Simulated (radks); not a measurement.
Values are calculated unless marked as measured or tabulated.
Species: Si4+. Configuration: [He] 2s1 2p6 3d1 (not the ground configuration). Code: a radial shooting solver on a logarithmic mesh with Libxc functionals. Model: non-relativistic Kohn-Sham, PBEsol, spin-polarised, spherical densities, point nucleus; open shells are filled with parallel spins first.

Local quantities along the radius. ELF = 1/(1 + alpha^2) is the electron localisation function; alpha = (tau - tau_W)/tau_unif compares the Pauli kinetic energy density with that of the uniform gas (summed over spins).

```
   r/bohr * ELF (the largest magnitude, 1, reaches the edge; | marks zero)
 0.006479 |                                                      *
 0.007306 |                                                      *
 0.008237 |                                                      *
 0.009287 |                                                      *
  0.01047 |                                                      *
  0.01181 |                                                      *
  0.01331 |                                                      *
  0.01489 |                                                      *
  0.01679 |                                                      *
  0.01893 |                                                      *
  0.02134 |                                                      *
  0.02406 |                                                      *
  0.02713 |                                                      *
  0.03059 |                                                      *
  0.03449 |                                                      *
  0.03858 |                                                      *
  0.04349 |                                                      *
  0.04904 |                                                      *
  0.05529 |                                                      *
  0.06234 |                                                      *
  0.07029 |                                                     *
  0.07925 |                                                     *
  0.08936 |                                                   *
  0.09995 |                                                 *
   0.1127 |                                            *
   0.1271 |                                   *
   0.1433 |                         *
   0.1615 |                 *
   0.1821 |             *
   0.2053 |             *
   0.2315 |               *
    0.259 |                    *
    0.292 |                           *
   0.3292 |                                  *
   0.3712 |                                      *
   0.4185 |                                         *
   0.4718 |                                           *
    0.532 |                                           *
   0.5998 |                                          *
   0.6709 |                                        *
   0.7564 |                                  *
   0.8529 |                         *
   0.9616 |            *
    1.084 |    *
    1.222 |  *
    1.378 | *
    1.554 |  *
    1.738 |  *
     1.96 |   *
     2.21 |   *
    2.491 |  *
    2.809 | *
    3.167 |*
    3.571 |*
    4.026 *
    4.504 *
    5.078 *
    5.725 *
    6.455 *
```

On this mesh the ELF has minima near r = 0.21 bohr, which separate the shells, and maxima near 0.53 (0.80).

Self-consistent cycle (total energy in hartree, residual of the potential): 1: -276.853823, 6e+00; 2: -278.008665, 4e+00; 3: -278.720869, 2e-01; 4: -278.723421, 1e-01; 5: -278.724343, 3e-02; 6: -278.724390, 1e-03; 7: -278.724390, 2e-04; 8: -278.724390, 1e-05; 9: -278.724390, 6e-06; 10: -278.724390, 3e-06; 11: -278.724390, 4e-08; 12: -278.724390, 1e-08; 13: -278.724390, 6e-09; 14: -278.724390, 4e-10.
